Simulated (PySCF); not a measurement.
Identify the unknown among the candidates.

All candidates are C8H7N3.

| technique | computed result |
| --- | --- |
| 13C NMR | chemical shifts (computed TMS as zero) by class: 114.9 (3 C), 31.5 (1 C), 25.5 (1 C), 21.6 (1 C), 13.7 (2 C) ppm [GIAO PBE0/pcSseg-1] |
| NMR, other nuclei | isotropic shieldings of nuclei other than C and H, by class: -46 (3 N) ppm [GIAO PBE0/pcSseg-1] |
| 1H NMR | chemical shifts (computed TMS as zero) by class: 1.63 (3 H), 1.29 (2 H), 0.79 (2 H) ppm [GIAO PBE0/pcSseg-1] |
| Rotational structure | rotational constants A, B, C: 1.258, 1.112, 1.028 GHz [GFN2-xTB] |
| Dipole | 4.69 D [PBE0/pcSseg-1] |

Gas-phase values; electronic properties from PySCF, density fitting. Levels stand in brackets. One conformer (not necessarily the lowest) at the GFN2-xTB geometry, without solvent, vibrations or thermal averaging. NMR classes are plain means over equivalent atoms (diastereotopic ones count apart unless rotation or inversion swaps them), as if these changed places fast.

Question: Which candidate is it?
A. `c1ccc(-n2ccnn2)cc1`
B. `c1ccc(-n2cnnc2)cc1`
C. `C#Cc1nn(CC)nc1C#C`
D. `CC1(C(C#N)(C#N)C#N)CC1`
E. `C=Cc1cccc2cnnn12`

Answer: D. It is `CC1(C(C#N)(C#N)C#N)CC1`. Numbering: `[CH3:1][C:2]1([C:3]([C:4]#[N:5])([C:6]#[N:7])[C:8]#[N:9])[CH2:10][CH2:11]1`. Its formula, C8H7N3, gives 7 degrees of unsaturation: 1 ring and 6 π bonds in the structure found. 8 carbons fall into 5 classes; from least to most shielded: nitrile carbon [C4/C6/C8] (114.9 ppm, 3 C), sp3 carbon next to a nitrile [C3] (31.5 ppm), three-membered-ring carbon [C2] (25.5 ppm), methyl carbon [C1] (21.6 ppm), three-membered-ring carbon [C10/C11] (13.7 ppm, 2 C). Hydrogen classes from least to most shielded: 3 H on a methyl carbon, C1 (1.63 ppm, a mean of values up to 1.4 ppm apart in this geometry), 2 H on 2 three-membered-ring carbons, C10/C11 (1.29 ppm), 2 H on 2 three-membered-ring carbons, C10/C11 (0.79 ppm). The other shieldings belong to: -46 ppm, nitrile nitrogen [N5/N7/N9]. The optimised geometry has point group Cs and is an asymmetric top.

The others, at the same levels:
- `C=Cc1cccc2cnnn12` fails: it has 8 carbon classes against 5; its computed 13C shifts are 142.2 (1 C), 139.7 (1 C), 139.0 (1 C), 134.9 (1 C), 129.7 (1 C), 129.4 (1 C), 121.8 (1 C), 121.6 (1 C) ppm, 1H shifts are 9.14 (1 H), 8.32 (1 H), 7.97 (1 H), 7.53 (1 H), 7.16 (1 H), 7.14 (1 H), 6.59 (1 H) ppm and rotational constant A is 1.676 GHz (against 1.258 GHz).
- `c1ccc(-n2cnnc2)cc1` fails: its computed 13C shifts are 143.4 (2 C), 140.8 (1 C), 136.1 (2 C), 133.2 (1 C), 126.2 (2 C) ppm, 1H shifts are 8.24 (2 H), 7.86 (2 H), 7.69 (1 H), 7.68 (2 H) ppm and rotational constant A is 3.698 GHz (against 1.258 GHz).
- `C#Cc1nn(CC)nc1C#C` fails: its computed 13C shifts are 140.6 (2 C), 94.6 (2 C), 77.8 (2 C), 51.9 (1 C), 19.4 (1 C) ppm, 1H shifts are 4.46 (2 H), 3.08 (2 H), 1.49 (3 H) ppm and rotational constant A is 1.830 GHz (against 1.258 GHz).
- `c1ccc(-n2ccnn2)cc1` fails: it has 6 carbon classes against 5; its computed 13C shifts are 141.7 (1 C), 138.8 (1 C), 135.3 (2 C), 133.2 (1 C), 124.6 (1 C), 122.5 (2 C) ppm, 1H shifts are 8.48 (2 H), 8.19 (1 H), 7.92 (1 H), 7.84 (2 H), 7.61 (1 H) ppm and rotational constant A is 3.693 GHz (against 1.258 GHz).

Each candidate is one conformer, not necessarily the lowest. The conformers computed, where there is a choice (atom-mapped SMILES and torsion angles):
- `[CH3:1][C:2]1([C:3]([C:4]#[N:5])([C:6]#[N:7])[C:8]#[N:9])[CH2:10][CH2:11]1`: C1–C2–C3–C4 60°
- `[CH2:1]=[CH:2][c:3]1[cH:4][cH:5][cH:6][c:7]2[cH:8][n:9][n:10][n:11]12`: C1–C2–C3–C4 180°
- `[cH:1]1[cH:2][cH:3][c:4](-[n:5]2[cH:6][n:7][n:8][cH:9]2)[cH:10][cH:11]1`: C3–C4–N5–C6 -146°
- `[CH:1]#[C:2][c:3]1[n:4][n:5]([CH2:6][CH3:7])[n:8][c:9]1[C:10]#[CH:11]`: N4–N5–C6–C7 -89°
- `[cH:1]1[cH:2][cH:3][c:4](-[n:5]2[cH:6][cH:7][n:8][n:9]2)[cH:10][cH:11]1`: C3–C4–N5–C6 -178°
